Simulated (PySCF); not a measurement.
Compound: C5H5FS.
Numbering: `[CH2:1]=[CH:2]/[C:3]([F:4])=[CH:5]/[CH:6]=[S:7]` (hydrogens: H8, H9 on C1; H10 on C2; H11 on C5; H12 on C6)

Computed with PySCF 2.14.0, BHandHLYP/cc-pVDZ geometry optimisation, gas phase.

Give the optimised bond lengths and angles.

```json
{"bond": "C1=C2", "length (pm)": "133.1", "order": "double"}
{"bond": "C2–C3", "length (pm)": "144.6", "order": "single"}
{"bond": "C3–F4", "length (pm)": "133.3", "order": "single"}
{"bond": "C3=C5", "length (pm)": "134.4", "order": "double"}
{"bond": "C5–C6", "length (pm)": "143.5", "order": "single"}
{"bond": "C6=S7", "length (pm)": "162.9", "order": "double"}
{"bond": "C1–H8", "length (pm)": "108.3", "order": "single"}
{"bond": "C1–H9", "length (pm)": "108.4", "order": "single"}
{"bond": "C2–H10", "length (pm)": "108.4", "order": "single"}
{"bond": "C5–H11", "length (pm)": "108.3", "order": "single"}
{"bond": "C6–H12", "length (pm)": "109.0", "order": "single"}
```

Orders are formal, as drawn. A selection of angles:
```json
{"angle": "C2–C1–H8", "degrees": "120.8"}
{"angle": "C2–C1–H9", "degrees": "121.3"}
{"angle": "H8–C1–H9", "degrees": "117.9"}
{"angle": "C1–C2–C3", "degrees": "123.4"}
{"angle": "C1–C2–H10", "degrees": "121.2"}
{"angle": "C3–C2–H10", "degrees": "115.4"}
{"angle": "C2–C3–F4", "degrees": "114.7"}
{"angle": "C2–C3–C5", "degrees": "125.8"}
{"angle": "F4–C3–C5", "degrees": "119.5"}
{"angle": "C3–C5–C6", "degrees": "123.4"}
{"angle": "C3–C5–H11", "degrees": "118.1"}
{"angle": "C6–C5–H11", "degrees": "118.5"}
{"angle": "C5–C6–S7", "degrees": "124.8"}
{"angle": "C5–C6–H12", "degrees": "115.4"}
{"angle": "S7–C6–H12", "degrees": "119.8"}
```

Dihedral angles: C1–C2–C3–F4 0° (synperiplanar); C2–C3–C5–C6 180° (antiperiplanar); C3–C5–C6–S7 180° (antiperiplanar).

The 4 C–C bonds span 1.331 Å (C1=C2, drawn double) to 1.446 Å (C2–C3, drawn single), a spread of 0.115 Å. The 7 heavy atoms lie in one plane (0.004 Å rms). Of the pairs four or more bonds apart, F4···H12 is among the closest relative to their van der Waals radii: 2.43 Å, 91 % of the sum of Bondi's values.

Point group: Cs (tolerance 0.08 Å). BHandHLYP/cc-pVDZ frequencies: not computed here. The numbers are those of one conformer.

On Arm Neoverse V1, one thread, shared host, this took 42 s wall and 0.65 GiB of memory at its peak. That covers the optimisation of the geometry.
